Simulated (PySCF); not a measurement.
Spectrum to structure. Theory: TDDFT CAM-B3LYP/def2-SVPD, vertical, gas phase, core orbitals frozen in the response (PySCF). Geometries: GFN2-xTB, one conformer each.

```
state  λ (nm)       f
   S1   314.4   0.050
   S2   253.8   0.031
   S3   230.1  0.0000
   S4   207.8   0.702
   S5   206.0  0.0001
   S6   200.7  0.0002
   S7   196.4   0.060
   S8   187.8  0.0009
```

Triplets computed (Tamm–Dancoff): 2.83, 3.79, 4.39 eV.

Question: Which candidate is it? All have the formula C8H7N.
A. `C/C(C#N)=C(/C#C)C=C`
B. `c1n2c(cc1)cccc2`
C. `c1c2cc[nH]c2ccc1`
D. `C=CC(=C)CC#CC#N`

Answer: B. Its S1, at 3.94 eV, is the lowest among the candidates; the nearest of the others has S1 at 4.58 eV. S1 is HOMO→LUMO (95%). Löwdin shares by element: HOMO carbon 58% or more (atoms not listed hold the other 42%); LUMO carbon 66% or more (atoms not listed hold the other 34%). At the same level the other candidates give, for their lowest levels:
- `C=CC(=C)CC#CC#N`: 241 nm (f 0.001); 231 nm (f 0.001); 231 nm (f 0.001); 214 nm (f 0.421); 198 nm (f 0.017); T1 3.29 eV; HOMO -8.59, LUMO -0.42 eV
- `c1ccc2[nH]ccc2c1`: 244 nm (f 0.031); 241 nm (f 0.112); 212 nm (f 0.003); 196 nm (f 0.004); 194 nm (f 0.561); T1 3.58 eV; HOMO -7.15, LUMO 0.69 eV
- `C#C/C(C=C)=C(/C)C#N`: 271 nm (f 0.500); 249 nm (f 0.000); 223 nm (f 0.185); 206 nm (f 0.000); 201 nm (f 0.000); T1 2.44 eV; HOMO -8.21, LUMO -1.38 eV
